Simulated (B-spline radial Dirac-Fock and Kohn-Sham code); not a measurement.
Cross section and asymmetry of the 3p1/2 subshell of Mn⁷⁺

System: the Mn⁷⁺ ion, configuration [Ne] 3s2 3p6. The computed 3p1/2 threshold is 195.8 eV; without correlation, outer thresholds are uncertain by 1 to 2 eV.

Calculated with a radial finite-basis atomic code, using a relativistic central-field model (Hartree-Slater potential of the initial state, Latter tail, multipole expansion of the photon field, Dirac-Fock thresholds). Interchannel coupling and autoionising resonances are not included, so magnitudes near threshold are approximate.

```csv
kinetic energy (eV),σ (Mb),β
1.5,0.430,0.91
2.3,0.428,0.94
3.7,0.426,0.98
5.7,0.423,1.02
9.0,0.418,1.08
14.0,0.410,1.15
21.9,0.396,1.22
34.2,0.375,1.31
53.5,0.343,1.40
83.7,0.294,1.49
130.9,0.231,1.56
204.6,0.160,1.61
319.9,0.0958,1.63
```

The cross section shows no minimum in this range. It is largest at the lowest energy, 0.430 Mb. β ranges from 0.91 (at 1.5 eV) to 1.63.
